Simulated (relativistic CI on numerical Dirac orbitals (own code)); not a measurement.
How well does a small relativistic CI reproduce Sn2+?

Computed by Dirac-Coulomb-Breit CI, separate exchange-only KLI orbitals for each configuration, QED by a radiative potential, valence Slater integrals scaled by 0.85, P86 correlation energy added to each configuration (own radial code, finite nucleus).

CI space (outside the closed core [Kr] 4d10): 5s², 5s5p, 5p², 5s5d, 5d², 5s6s, 5s6p, 5p5d, 4f², 5s7s, 5s4f, 5s6d, 5s7p, 4f5p, 5s5f, 5s5g, 5s8s, 5s7d, 5s8p, 5s6f, 5p6s, 4f5d. Levels of other configurations are missing.

```tsv
Configuration	Term (tabulated)	J	Measured (cm⁻¹)	Computed	Error	Purity (%)
5s²	1S	0	0.0	0	0	97
5s5p	3P°	0	53548.0	48986	-4562	100
5s5p	3P°	1	55196.4	50589	-4607	99
5s5p	3P°	2	59228.6	54320	-4908	100
5s5p	1P°	1	79911.3	78559	-1352	96
5p²	3P	0	127308.5	123724	-3585	97
5p²	1D	2	128204.7	122693	-5512	58
5p²	3P	1	130119.6	126146	-3973	100
5p²	3P	2	134567.2	130016	-4552	92
5s6s	3S	1	139637.9	135210	-4428	100
5s5d	3D	1	141321.5	136638	-4684	99
5s5d	3D	2	141526.4	136810	-4717	99
5s5d	3D	3	141838.1	137068	-4770	99
5s6s	1S	0	143590.8	139993	-3598	99
5s5d	1D	2	154115.5	151132	-2983	59
5s6p	3P°	0	159939.8	154790	-5150	99
5s6p	3P°	1	160215.4	155148	-5068	96
5s6p	3P°	2	161438.4	156259	-5179	99
5s6p	1P°	1	162725.1	158794	-3931	93
5s4f	3F°	2	179306.8	177300	-2007	92
5s4f	3F°	3	179343.0	177382	-1961	82
5s4f	3F°	4	179441.1	177592	-1849	95
5s4f	1F°	3	179702.2	177817	-1886	83
5s7s	3S	1	186688.3	181883	-4806	100
5s6d	3D	2	187996.3	182985	-5011	100
5s6d	3D	3	188129.0	183097	-5032	100
5s6d	1D	2	189689.9	185949	-3741	95
5s5g	3G	5	206133.3	202685	-3449	100
5s8s	3S	1	207956.9	203106	-4851	100
5s7d	3D	1	208647.4	203712	-4936	100
5s7d	3D	2	208694.9	203748	-4946	100
5s7d	3D	3	208775.0	203808	-4967	100
5p5d	3P°	1	216752.0	210570	-6182	65
```

Measured levels from Moore, Atomic Energy Levels, vol. III, NSRDS-NBS 35 (1971 reprint of NBS Circular 467, 1958); pairs were made by configuration, J and term (by order where the table uses no LS term), so strongly mixed levels may be paired wrongly. The analysis dates from before 1960.

Mean error by configuration (cm⁻¹): 5s5p -3857; 5p² -4405; 5s6s -4013; 5s5d -4288; 5s6p -4832; 5s4f -1926; 5s7s -4806; 5s6d -4595; 5s5g -3449; 5s8s -4851; 5s7d -4950; 5p5d -6182. Over the excited levels the mean absolute error is 4162 cm⁻¹ (32 of the 34 excited levels that our extract of the source holds in range could be paired, and the others can miss by more), and the median relative error of those above 1,000 cm⁻¹ is 2.7 %.
